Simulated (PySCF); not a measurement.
**Dipole moment and polarisability of `CS[SiH2]P([SiH3])[SiH3]`**

CH11PSSi3.
Geometry (GFN2-xTB, Å), atoms numbered from 1 in this order:
```
atom  x, y, z in Å
C1     2.5538   -1.4250    0.6056
S2     1.9621   -1.4967   -1.1148
Si3    0.8369    0.3184   -1.2357
P4    -0.3172    0.6165    0.6395
Si5   -1.6093    2.3009   -0.0170
Si6   -1.7027   -1.1338    0.6186
H7     2.8825   -2.4235    0.8734
H8     3.3830   -0.7275    0.6720
H9     1.7384   -1.1084    1.2518
H10    1.7476    1.4562   -1.3574
H11    0.0544    0.1366   -2.4519
H12   -2.3144    2.0020   -1.2655
H13   -2.5624    2.5294    1.0647
H14   -0.7212    3.4435   -0.2108
H15   -2.5859   -0.9458    1.7672
H16   -0.8759   -2.3280    0.7734
H17   -2.4767   -1.2027   -0.6229
```

Level: PBE0/def2-SVPD (PySCF), static field, nuclei fixed, core orbitals frozen in the response. The polarisability tensor in these axes (au):

```
x   154.04 -17.95  -8.87
y   -17.95 154.50  -3.82
z    -8.87  -3.82 128.09
```

Q: Diagonalise the tensor; give its mean and Δα, where Δα² is half the sum of the squared differences of the eigenvalues.

A: Principal values 122.13, 141.98 and 172.52 au; mean 145.54 au = 21.57 Å³ = 24.00 × 10⁻⁴⁰ C²·m²/J; Δα = 43.96 au (30 % of the mean).

Q: What is the dipole moment, and where does it point?

A: (-0.55, 0.51, 0.95) D, 1.21 D in size, pointing from the negative to the positive side. Measured along this direction, the outermost atoms are S2 at the negative end and H13 at the positive end.

Q: Find the Langevin capture rate constant for NH4+ (18.034 u) meeting this molecule (169.963 u), k = 2.342 × 10⁻⁹ cm³/s × √(α in Å³ / reduced mass in u).

A: The reduced mass is 16.30 u, so k = 2.69 × 10⁻⁹ cm³/s. The formula leaves out the permanent dipole, which adds to the capture rate.

Q: Give the eigenvalues of the traceless quadrupole moment Θ = ½Σq(3rr − r²1), origin at the centre of nuclear charge.

A: -8.26, 0.70, 7.56 D·Å. The values depend on the origin, since the dipole doesn't vanish. The electronic extent ⟨r²⟩ about the same centre is 1953 bohr², a root-mean-square distance of 2.47 Å for the 90 electrons.

Q: Rayleigh depolarisation ratio (linearly polarised light, static tensor)?

A: ρ = 3Δα²/(45ᾱ² + 4Δα²) = 5797.7/(953224 + 7730.3) = 0.00603.

The structure is a single GFN2-xTB conformer in the gas phase; no vibrational or solvent corrections.
